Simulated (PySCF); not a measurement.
Y, doublet (core potentials on Y); B3LYP/def2-TZVP in PySCF.

The PySCF input:
```python
from pyscf import gto, scf, dft

mol = gto.Mole()
mol.atom = '''
    Y     0.00000000    0.00000000    0.00000000
'''
mol.basis = 'def2-tzvp'
mol.ecp = {'Y': 'def2-tzvp'}
mol.spin = 1
mol.verbose = 4
mol.build()

mf = dft.UKS(mol)
mf.xc = 'b3lyp'
mf.kernel()
mf.analyze()
```

It wrote (shortened):

```
PySCF version 2.14.0

[INPUT] verbose = 4
[INPUT] num. atoms = 1
[INPUT] num. electrons = 11
[INPUT] charge = 0
[INPUT] spin (= nelec alpha-beta = 2S) = 1
[INPUT] symmetry False subgroup None
[INPUT] Mole.unit = angstrom
[INPUT] Symbol           X                Y                Z      unit          X                Y                Z       unit  Magmom
[INPUT]  1 Y      0.000000000000   0.000000000000   0.000000000000 AA    0.000000000000   0.000000000000   0.000000000000 Bohr   0.0

nuclear repulsion = 0
number of shells = 14
number of NR pGTOs = 60
number of NR cGTOs = 40
basis = def2-tzvp
ecp = {'Y': 'def2-tzvp'}

******** <class 'pyscf.dft.uks.UKS'> ********
method = UKS
initial guess = minao
damping factor = 0
level_shift factor = 0
DIIS = <class 'pyscf.scf.diis.CDIIS'>
diis_start_cycle = 1
diis_space = 8
diis_damp = 0
SCF conv_tol = 1e-09
SCF conv_tol_grad = None
SCF max_cycles = 50
direct_scf = True
direct_scf_tol = 1e-13
number electrons alpha = 6  beta = 5
XC library pyscf.dft.libxc version 7.1.2
    S. Lehtola, C. Steigemann, M. J. T. Oliveira, and M. A. L. Marques,  SoftwareX 7, 1–5 (2018)
XC functionals = b3lyp
    P. J. Stephens, F. J. Devlin, C. F. Chabalowski, and M. J. Frisch,  J. Phys. Chem. 98, 11623 (1994)
radial grids:
    Treutler-Ahlrichs [JCP 102, 346 (1995); DOI:10.1063/1.469408] (M4) radial grids

becke partition: Becke, JCP 88, 2547 (1988); DOI:10.1063/1.454033
pruning grids: <function nwchem_prune>
grids dens level: 3
symmetrized grids: False
atomic radii adjust function: <function treutler_atomic_radii_adjust>
small_rho_cutoff = 0
Set gradient conv threshold to 3.16228e-05
tot grids = 21880
init E= -33.4626164885913

cycle= 1 E= -37.5806500675318  delta_E= -4.12  |g|= 0.808  |ddm|= 2.91
cycle= 2 E= -37.633553011714  delta_E= -0.0529  |g|= 0.852  |ddm|= 3.29
cycle= 3 E= -38.2316373995559  delta_E= -0.598  |g|= 0.101  |ddm|= 3.15
cycle= 4 E= -38.236675841208  delta_E= -0.00504  |g|= 0.03  |ddm|= 0.179
cycle= 5 E= -38.2376460072021  delta_E= -0.00097  |g|= 0.00282  |ddm|= 0.151
cycle= 6 E= -38.2377099060085  delta_E= -6.39e-05  |g|= 0.00203  |ddm|= 0.0317
cycle= 7 E= -38.2377466787179  delta_E= -3.68e-05  |g|= 0.00151  |ddm|= 0.0144
cycle= 8 E= -38.2378076486556  delta_E= -6.1e-05  |g|= 0.00154  |ddm|= 0.0214
cycle= 9 E= -38.2377293810377  delta_E= 7.83e-05  |g|= 0.00142  |ddm|= 0.0273
cycle= 10 E= -38.2375328446856  delta_E= 0.000197  |g|= 0.00141  |ddm|= 0.106
cycle= 11 E= -38.2375414358549  delta_E= -8.59e-06  |g|= 0.000909  |ddm|= 0.00759
cycle= 12 E= -38.237523214037  delta_E= 1.82e-05  |g|= 0.000166  |ddm|= 0.0409
cycle= 13 E= -38.2375232368259  delta_E= -2.28e-08  |g|= 0.00011  |ddm|= 0.00249
cycle= 14 E= -38.2375232144799  delta_E= 2.23e-08  |g|= 3.17e-05  |ddm|= 0.00126
cycle= 15 E= -38.237523211985  delta_E= 2.49e-09  |g|= 3.02e-06  |ddm|= 0.000522
cycle= 16 E= -38.2375232121051  delta_E= -1.2e-10  |g|= 4.9e-06  |ddm|= 0.000167
Extra cycle  E= -38.2375232122033  delta_E= -9.82e-11  |g|= 2.68e-06  |ddm|= 2.45e-05
converged SCF energy = -38.2375232122033  <S^2> = 0.75099969  2S+1 = 2.0009994
**** SCF Summaries ****
Total Energy =                         -38.237523212203278
Nuclear Repulsion Energy =               0.000000000000000
One-electron Energy =                  -62.810269703497255
Two-electron Energy =                   24.572746491293977
Two-electron Coulomb Energy =           29.533593074299851
DFT Exchange-Correlation Energy =       -4.960846583005875
**** MO energy ****
                             alpha | beta                alpha | beta
MO #1   energy= -1.89764063058244  | -1.88199781137708  occ= 1 | 1
MO #2   energy= -1.10154779756281  | -1.08936865542875  occ= 1 | 1
MO #3   energy= -1.10154661763385  | -1.08935768700408  occ= 1 | 1
MO #4   energy= -1.09546582028344  | -1.0611831239939   occ= 1 | 1
MO #5   energy= -0.169188898354773 | -0.161093497447241 occ= 1 | 1
MO #6   energy= -0.132633765004745 | -0.05571611511293  occ= 1 | 0
MO #7   energy= -0.0647013784656259 | -0.0557160940399831 occ= 0 | 0
MO #8   energy= -0.0647013522922277 | -0.0440385810471593 occ= 0 | 0
MO #9   energy= -0.0497921156461626 | -0.0440336812882938 occ= 0 | 0
MO #10  energy= -0.0497873320194062 | -0.0376196729007893 occ= 0 | 0
MO #11  energy= -0.0389483125345043 | -0.0376149130244021 occ= 0 | 0
MO #12  energy= -0.0389471303649217 | -0.028239483426813 occ= 0 | 0
MO #13  energy= -0.0380239524555738 | -0.0280749386372287 occ= 0 | 0
MO #14  energy= 0.0531697832262932 | 0.0571669794637206 occ= 0 | 0

spin_pop of  0 Y 4s        0.00043
spin_pop of  0 Y 5s        0.01035
spin_pop of  0 Y 6s        0.00209
spin_pop of  0 Y 7s       -0.00036
spin_pop of  0 Y 8s        0.00019
spin_pop of  0 Y 9s        0.00047
spin_pop of  0 Y 4px       0.00257
spin_pop of  0 Y 4py      -0.00096
spin_pop of  0 Y 4pz      -0.00103
spin_pop of  0 Y 5px      -0.00391
spin_pop of  0 Y 5py       0.00082
spin_pop of  0 Y 5pz       0.00086
spin_pop of  0 Y 6px       0.00071
spin_pop of  0 Y 6py       0.00001
spin_pop of  0 Y 6pz       0.00002
spin_pop of  0 Y 7px       0.00066
spin_pop of  0 Y 7py       0.00011
spin_pop of  0 Y 7pz       0.00013
spin_pop of  0 Y 4dxy      0.01654
spin_pop of  0 Y 4dyz      0.27419
spin_pop of  0 Y 4dz^2     0.00190
spin_pop of  0 Y 4dxz      0.00006
spin_pop of  0 Y 4dx2-y2    0.00013
spin_pop of  0 Y 5dxy      0.03579
spin_pop of  0 Y 5dyz      0.59312
spin_pop of  0 Y 5dz^2     0.00411
spin_pop of  0 Y 5dxz      0.00014
spin_pop of  0 Y 5dx2-y2    0.00000
spin_pop of  0 Y 6dxy      0.00344
spin_pop of  0 Y 6dyz      0.05698
spin_pop of  0 Y 6dz^2     0.00040
spin_pop of  0 Y 6dxz      0.00001
spin_pop of  0 Y 6dx2-y2    0.00000
spin_pop of  0 Y 4f-3      0.00000
spin_pop of  0 Y 4f-2      0.00000
spin_pop of  0 Y 4f-1      0.00002
spin_pop of  0 Y 4f+0     -0.00002
spin_pop of  0 Y 4f+1      0.00002
spin_pop of  0 Y 4f+2      0.00000
spin_pop of  0 Y 4f+3      0.00000
In total             6.00000 | 5.00000
Dipole moment(X, Y, Z, Debye): -0.00000, -0.00000,  0.00000
```
